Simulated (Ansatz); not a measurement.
PBE exchange is replaced step by step with exact exchange (0 % is PBE, 25 % PBE0; no dispersion term), basis def2-TZVP, Ansatz. System: TaO2 (the lowest doublet isomer of a short search). The state is a doublet with charge 0. Geometry: PBE0-D4/def2-TZVP, each spin state at its own.

Geometry of the doublet:

Cartesian coordinates in Å:
```
Ta 0.5200 0.1495 -0.4351
O 0.3949 -1.2096 0.6103
O -0.9148 1.0601 -0.1753
```

In the def2 sets Ta takes a core potential; there is no spin–orbit coupling. The structure comes from a short search, and lower isomers may exist.

HOMO and LUMO are taken over both spins.

| exact exchange (%) | HOMO (eV) | LUMO (eV) | gap (eV) | ⟨S²⟩ | quartet − doublet (kJ/mol) |
| --- | --- | --- | --- | --- | --- |
| 0 | -5.63 | -4.24 | 1.39 | 0.758 | 287.1 |
| 5 | -5.83 | -4.08 | 1.75 | 0.758 | 286.3 |
| 15 | -6.24 | -3.76 | 2.48 | 0.759 | 284.0 |
| 25 | -6.66 | -3.46 | 3.20 | 0.760 | 280.6 |
| 35 | -7.07 | -3.16 | 3.92 | 0.762 | 276.2 |
| 50 | -7.70 | -2.72 | 4.98 | 0.764 | 267.6 |

**Question.** Fit a straight line to the column «quartet − doublet (kJ/mol)» against the share of exact exchange and predict its value at 10 %.

**Answer.** With x = exact exchange (%) and y = quartet − doublet (kJ/mol): mean x = 21.67, mean y = 280.3; Σ(x − x̄)(y − ȳ) = -685.5, Σ(x − x̄)² = 1783; slope b = -0.3845, intercept a = ȳ − b·x̄ = 288.6. The residuals of the fitted rows reach 1.8. At x = 10 the line gives 288.6 + (-0.3845 × 10) = 284.8; the run gave 285.3, 0.5 more than the line.
